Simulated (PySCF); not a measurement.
**Correlation energy of Br (bromine, neutral)**

[Ar] 3d10 4s2 4p5, 2P determinant. All numbers are calculated (PySCF 2.14, scalar relativity through the core potential, in aug-cc-pVTZ-PP with ECP10MDF (6s5p4d2f, 55 functions)). Frozen: 3s2 3p6 3d10; 7 electrons correlated.

```csv
level,correlation energy (mhartree)
CCSD,-156.21
(T),-4.96
CCSD(T),-161.17
```

Diagnostics: T1 = 0.0065, D1 = 0.0209, largest double amplitude 0.036.

Task: Is a single reference adequate?

Result: Yes, within this model without spin-orbit coupling: T1 lies below 0.03 and no double amplitude reaches 0.07.
